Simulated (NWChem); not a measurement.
# Ionisation of thiophenol (C6H6S)

SMILES: Sc1ccccc1
```xyz
13

S     -2.2472     0.3915     0.0000
C     -0.5099     0.0679     0.0000
C      0.3569     1.1692     0.0000
C      1.7352     0.9747     0.0000
C      2.2701    -0.3133     0.0000
C      1.4084    -1.4088     0.0000
C      0.0273    -1.2251     0.0000
H     -2.6484    -0.8965     0.0000
H     -0.0518     2.1830     0.0000
H      2.3981     1.8437     0.0000
H      3.3520    -0.4621     0.0000
H      1.8120    -2.4245     0.0000
H     -0.6352    -2.0946     0.0000
```
Charge 0, spin multiplicity 1.

Everything below was run with NWChem. All single points use one geometry, from PBE0/def2-SVP, held to Cs symmetry and with no frequency check, so it may be a saddle point. It is one conformer; others weren't searched.

Basis set: def2-SVP. The species with one electron less has spin multiplicity 2 and keeps the geometry of the parent. Δ marks differences of total energies (open shells unrestricted). −ε marks an orbital energy of the parent. That orbital need not have the symmetry of the hole or added electron in the Δ rows.

B3LYP has NWChem's definition, with VWN1-RPA local correlation. The stability of the SCF solutions was not checked.

Problem. For the first vertical ionisation energy, −ε(HOMO) of HF gives 8.35 eV and −ε(HOMO) of LDA (SVWN5) gives 5.34 eV. What do −ε(HOMO) of B3LYP, −ε(HOMO) of PBE, ΔLDA (SVWN5) give?

Solution. −ε(HOMO) of B3LYP: 5.99 eV; −ε(HOMO) of PBE: 5.22 eV; ΔLDA (SVWN5): 8.21 eV.
